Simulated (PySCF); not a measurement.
M06-2X on Se²⁺ (selenium, charge +2)

Configuration: [Ar] 3d10 4s2 4p2, high-spin 3P determinant. Computed with PySCF 2.14 in def2-TZVP (6s5p4d1f, 48 functions), with the non-relativistic Hamiltonian (point nucleus).

```json
{
  "Total energy": "-2400.389 hartree",
  "One-electron energy": "-3315.409 hartree",
  "Hartree (Coulomb) energy": "1001.597 hartree",
  "Exchange-correlation energy": "-86.577 hartree",
  "Kinetic energy": "2397.19689 hartree",
  "⟨S²⟩": "2.0041",
  "⟨L²⟩": "2.011",
  "Sum of ⟨r⟩": "19.95 bohr",
  "Sum of ⟨r²⟩": "24.37 bohr²",
  "Traceless quadrupole moment −½Σ⟨3z² − r²⟩ along its main axis": "1.70 e·bohr²",
  "Density at the nucleus (Gaussians lack the cusp)": "26300 bohr⁻³",
  "Spin density at the nucleus": "0.0302 bohr⁻³",
  "Langevin diamagnetic susceptibility": "-19.3 ×10⁻⁶ cm³/mol",
  "Time after the integrals": "1 s of wall time on 1 thread of Neoverse-V2 (shared host)"
}
```

| shell | electrons | mean orbital energy (hartree) | spread (hartree) | rms radius, mean of both spins (bohr) |
| --- | --- | --- | --- | --- |
| 1s α | 1 | -457.21477 | 0 | 0.0521 |
| 1s β | 1 | -457.20673 | 0 | 0.0521 |
| 2s α | 1 | -59.77154 | 0 | 0.217 |
| 2s β | 1 | -59.76684 | 0 | 0.217 |
| 2p α | 3 | -53.82794 | 0.00051 | 0.191 |
| 2p β | 3 | -53.82036 | 0.00855 | 0.191 |
| 3s α | 1 | -8.99789 | 0 | 0.627 |
| 3s β | 1 | -8.98803 | 0 | 0.627 |
| 3p α | 3 | -6.93160 | 0.00835 | 0.641 |
| 3p β | 3 | -6.91885 | 0.02513 | 0.641 |
| 3d α | 5 | -3.19975 | 0.01743 | 0.691 |
| 3d β | 5 | -3.19242 | 0.02478 | 0.691 |
| 4s α | 1 | -1.51254 | 0 | 1.87 |
| 4s β | 1 | -1.36008 | 0 | 1.87 |
| 4p α | 2 | -1.06205 | 0 | 2.12 |
